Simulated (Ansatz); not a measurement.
CH₃FO₂Si (`FC1O[SiH2]O1`), 8 atoms. The species carries charge 0 and has multiplicity 1. All runs use 2 threads of an Intel Xeon Platinum 8375C on a shared host. Correlated methods freeze the cores.

Give the basis size and wall time and peak host memory of each of these runs in Ansatz. RKS ωB97M-V/def2-SVP energy; RHF-MP2/def2-QZVPP energy; RHF-CCSD(T)/def2-TZVPP energy; direct RPA on PBE orbitals/def2-TZVPP energy; RKS PBE0-D4/def2-TZVP frequencies; RKS PBE-D4/def2-TZVPP energy and forces; RKS ωB97M-V/def2-QZVPP energy; RHF-CCSD(T)/def2-SVP energy; RKS CAM-B3LYP-D4/def2-TZVPP energy; RKS PBE0-D4/def2-SVP energy; RKS r2SCAN0-D4/def2-TZVPP energy; RKS PBE0-D4/def2-QZVPP energy. (Best estimate.)

The calculation gave: Other jobs shared the machine, so times are rough.

| level | job | functions | wall time | peak host memory (GiB) |
| --- | --- | --- | --- | --- |
| RKS PBE0-D4/def2-SVP | energy | 89 | 1.6 s | 0.39 |
| RKS PBE-D4/def2-TZVPP | energy and forces | 208 | 3.7 s | 0.25 |
| RKS ωB97M-V/def2-SVP | energy | 89 | 4.1 s | 0.39 |
| RKS CAM-B3LYP-D4/def2-TZVPP | energy | 208 | 4.1 s | 0.49 |
| RHF-CCSD(T)/def2-SVP | energy | 89 | 4.7 s | 0.39 |
| RKS r2SCAN0-D4/def2-TZVPP | energy | 208 | 6 s | 0.46 |
| direct RPA on PBE orbitals/def2-TZVPP | energy | 208 | 7 s | 0.44 |
| RKS PBE0-D4/def2-QZVPP | energy | 388 | 9.5 s | 1 |
| RKS ωB97M-V/def2-QZVPP | energy | 388 | 18 s | 1.3 |
| RHF-MP2/def2-QZVPP | energy | 388 | 22 s | 1.9 |
| RHF-CCSD(T)/def2-TZVPP | energy | 208 | 94 s | 3 |
| RKS PBE0-D4/def2-TZVP | frequencies | 179 | 2.2 min | 0.48 |
